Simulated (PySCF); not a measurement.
Computed structure and properties of [Dy(O2)2]−

System: [Dy(O2)2]− (singlet in the valence; each metal's 4f electrons, 9 of them, lie in its core potential, out of spins and levels); start: template (D2d). Method: PySCF 2.14.0, RKS BP86, Dy lcecp-1-SVP with ECP55, O def2-SVP; non-relativistic Hamiltonian with scalar-relativistic core potentials where named; density fitting; no spin-orbit coupling.

Input of the relaxation:

```python
mol = gto.M(atom='''
Dy     0.00000     0.00000     0.00000
O      0.52330     0.52330     2.07470
O     -0.52330    -0.52330     2.07470
O      0.52330    -0.52330    -2.07470
O     -0.52330     0.52330    -2.07470''',
    basis={'Dy': 'lcecp-1-SVP', 'O': 'def2-SVP'},
    ecp={'Dy': 'lcecp-1-SVP'},
    charge=-1, spin=0)
mf = dft.RKS(mol, xc='B88,P86')
mf.grids.atom_grid = (50, 194)  # f atoms: unpruned, at least (60, 302)
mf = mf.density_fit()  # fitting sets: Dy AutoAux, O def2-universal-JKFIT
mf.conv_tol = 1e-08; mf.max_cycle = 55
mf.kernel(dm0)  # dm0: converged density of the start geometry
# quasi-Newton relaxation in Cartesian coordinates to a largest gradient under 0.00045 Eh/bohr, steps kept in the point group
```

Run from Python with OMP_NUM_THREADS=2; the lines above give its settings. Where DIIS fails, smearing, a level shift and second-order steps follow.
It took 10 s on 2 threads of Arm Neoverse V2, with other jobs on the host, from the converged density of the start.

Course of the relaxation:

```json
{"step": "0", "energy above end (eV)": "0.1396", "largest force component within the symmetry (eV/Å)": "0.736"}
{"step": "1", "energy above end (eV)": "0.0303", "largest force component within the symmetry (eV/Å)": "0.403"}
{"step": "2", "energy above end (eV)": "0.0001", "largest force component within the symmetry (eV/Å)": "0.016"}
{"step": "3", "energy above end (eV)": "0.0000", "largest force component within the symmetry (eV/Å)": "0.005"}
```

Relaxed geometry (D2d):

```xyz
5

Dy    0.0000    0.0000    0.0000
O     0.5408    0.5408    2.0020
O    -0.5408   -0.5408    2.0020
O     0.5408   -0.5408   -2.0020
O    -0.5408    0.5408   -2.0020
```

```tsv
contact	Å
Dy1–O2 (O2)	2.143
Dy1–O4 (O2)	2.143
```

On the finer grid (75, 302):

- HOMO: 0.94 eV
- LUMO: 2.15 eV
- Dipole about the centre of mass: 0.00 D
- Set of Mulliken populations of Dy1 outside the core potential: s 2.24, p 6.35, d 1.70, f 0.09
- D3(BJ) dispersion energy (not in the energies): -0.141 eV

| atom | Mulliken (e) | Löwdin (e) | spin (e) |
| --- | --- | --- | --- |
| Dy1 | 0.62 | 0.21 | 0.00 |
| O2 | -0.40 | -0.30 | 0.00 |
| O3 | -0.40 | -0.30 | 0.00 |
| O4 | -0.40 | -0.30 | 0.00 |
| O5 | -0.40 | -0.30 | 0.00 |

The 4f levels lie in the core potential and are missing. The highest filled level lies above zero, as often for anions with such functionals and bases; it isn't the detachment energy.

On the grid (50, 194), as all that follows. Harmonic modes: a minimum within the noise of the softest modes; lowest 30 cm⁻¹ (negative: unstable), highest 763 cm⁻¹, zero-point energy 0.223 eV.

Rigid scan of O2 along the line from its metal:

```tsv
distance to the ligand's centre (Å)	energy (eV)
1.70	1.621
1.80	0.624
1.90	0.135
2.00	0.000
2.10	0.103
2.20	0.362
```

One start shape was tried, so this needn't be the lowest isomer.

An lcecp potential fixes the number of 4f electrons, so in runs with it no electron can move into or out of that shell.
